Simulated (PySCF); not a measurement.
An unknown is described by computed data only.

Elements present: C, H, O and Si. Monoisotopic mass: 148.0920 u.

| Property | Result |
| --- | --- |
| Rotational structure | rotational constants A, B, C: 1.264, 1.084, 0.958 GHz [PBE0-D3(BJ)/def2-SVP] |
| Dipole | 0.12 D [B3LYP/def2-SVPD] |
| UV, first state | lowest singlet excitation: 6.83 eV (182 nm, f = 0.001) [TDDFT B3LYP/def2-SVPD] |
| 1H NMR | chemical shifts (computed TMS as zero) by class: 3.76 (6 H), 1.00 (6 H), 0.51 (4 H) ppm [GIAO KT2/pcSseg-1] |
| 13C NMR | chemical shifts (computed TMS as zero) by class: 52.5 (2 C), 9.4 (2 C), 8.1 (2 C) ppm [GIAO KT2/pcSseg-1] |
| XPS | Si2p3/2 106.7, C1s 289.9 (×2), C1s 290.5 (×2), C1s 292.1 (×2), O1s 537.6 (×2), Si1s 1846.7 eV [ΔSCF SCAN, pcX-2 on the ionised atom, pcseg-1 elsewhere, spin-free X2C, 2p3/2 from a spin–orbit splitting computed afterwards within the 2p shell] |
| UV, strongest line | among the 10 lowest singlet transitions: S8 at 7.67 eV (162 nm, f = 0.022) [TDDFT B3LYP/def2-SVPD] |
| Polarisability | 106.1 au [B3LYP/def2-SVPD] |
| Triplet | lowest triplet excitation (Tamm–Dancoff): 6.73 eV [TDA B3LYP/def2-SVPD] |

Gas-phase values; electronic properties from PySCF, density fitting. Levels stand in brackets. NMR shifts are as computed; neighbouring signals can stand in another order in a measured spectrum. The structure is a single PBE0-D3(BJ)/def2-SVP conformer in the gas phase; no vibrational or solvent corrections. NMR values are class means; diastereotopic atoms form classes of their own.

Question: Which formula fits the mass and the elements?

Answer: C6H16O2Si (calculated 148.0920). No other formula that holds each of these elements comes within 0.0003 u with a fitting electron parity and a possible valence count.

Question: Propose a structure and show how it fits.

Answer: 6 carbons fall into 3 classes; from least to most shielded: carbon bonded to O and 3 H (52.5 ppm, 2 C), carbon bonded to C and 3 H (9.4 ppm, 2 C), carbon bonded to C, Si and 2 H (8.1 ppm, 2 C). Hydrogen classes from least to most shielded: 6 H on 2 like atoms (carbon bonded to O and 3 H) (3.76 ppm), 6 H on 2 like atoms (carbon bonded to C and 3 H) (1.00 ppm, a mean of values up to 0.8 ppm apart in this geometry), 4 H on 2 like atoms (carbon bonded to C, Si and 2 H) (0.51 ppm, a mean of values up to 0.6 ppm apart in this geometry). The core levels belong to: Si2p3/2 106.7 eV, silicon bonded to 2 C and 2 O; C1s 289.9 eV, carbon bonded to C, Si and 2 H; C1s 290.5 eV, carbon bonded to C and 3 H; C1s 292.1 eV, carbon bonded to O and 3 H; O1s 537.6 eV, oxygen bonded to C and Si; Si1s 1846.7 eV, silicon bonded to 2 C and 2 O. One atom of each topological class was ionised and stands for its class. The optimised geometry has point group C1 and is an asymmetric top. Structure: SiEt2(OMe)2, `CC[Si](CC)(OC)OC`. Computed isomers that give other values at the same levels: `CO[SiH2]OCC(C)(C)C` (rotational constant A: 2.245 GHz; this holds for the one conformer computed); `CC(C)OC(C)(C)O[SiH3]` (rotational constant A: 1.767 GHz; this holds for the one conformer computed); `CCO[Si](C)(C)OCC` (rotational constant A: 1.562 GHz; this holds for the one conformer computed). The assignments are read from this structure; whether some other isomer fits the data as well wasn't checked.
